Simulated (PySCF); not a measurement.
Method: PySCF with PBE0-D3(BJ)/def2-TZVP. Gas-phase values, no solvent. One relaxed conformer stands for a flexible species; it need not be the lowest. Excitations are Tamm–Dancoff values on a coarser integration grid. The basis has no diffuse functions, so Rydberg states are missing or too high.

Reference species (SMILES): `C=C(O)C[SiH3]` (C–C–O–H torsion 0°, O–C–C–Si torsion -69°) (neutral, multiplicity 1).

```yaml
HOMO–LUMO gap: 7.15 eV
T1 excitation (TDA): 4.29 eV
```

Changed species: `OC/C=C/[SiH3]` (H–O–C–C torsion 58°, O–C–C–C torsion -126°).

Task: Give the shifts of the HOMO–LUMO gap and T1 excitation (TDA).

Result: the HOMO–LUMO gap hardly moves; the T1 excitation (TDA) falls by 0.09 eV, to 4.20 eV.
